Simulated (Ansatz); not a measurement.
Cost and result up the ladder for the cluster Te₄Pt (5 atoms). The state is a singlet with charge 0. Geometry: B3LYP-D4/def2-SVP.

```tsv
atom	x (Å)	y (Å)	z (Å)
Pt1	0.639	-0.320	0.002
Te2	-0.551	1.161	-1.834
Te3	2.257	-2.084	-0.579
Te4	-0.915	1.908	0.791
Te5	-1.430	-0.665	1.620
```

Ansatz on 4 threads of Arm Neoverse V1 on a shared host. Times are rough, and most runs start from the orbitals of an earlier one. No level here is sound enough to serve as a yardstick. Binding counts from free atoms at the same level (Pt triplet, Te triplet; other spins of the atoms weren't run), without zero-point energy or a counterpoise term.

In the def2 sets Pt, Te take a core potential; there is no spin–orbit coupling. LC-ωPBE has ω = 0.4 bohr⁻¹. No other spin state of charge 0 was run. Another isomer (singlet) lies 0.27 eV lower at PBE0-D4/def2-TZVP; other spin states weren't run for this one.

Run but left out: BHLYP-D4/def2-TZVP (restricted singlet, unstable in another Hartree–Fock run and untested here); HF/def2-TZVP, MP2/def2-TZVP, CCSD(T)/def2-SVP (restricted singlet, unstable towards broken spin symmetry).

| level | functions | wall time | binding energy per atom (eV) | remarks |
| --- | --- | --- | --- | --- |
| PBE-D4/def2-SVP | 136 | 2.4 s | 2.49 | restricted SCF unstable in HF |
| PBE0-D4/def2-SVP | 136 | 4.2 s | 2.16 | restricted SCF unstable in HF |
| PBE-D4/def2-TZVP (with forces) | 240 | 4.6 s | 2.60 | restricted SCF unstable in HF |
| r2SCAN-D4/def2-TZVP | 240 | 9 s | 2.37 | restricted SCF unstable in HF |
| PBE0-D4/def2-TZVP | 240 | 11 s | 2.28 | restricted SCF unstable in HF |
| LC-ωPBE/def2-TZVP | 240 | 17 s | 1.84 | restricted SCF unstable in HF |
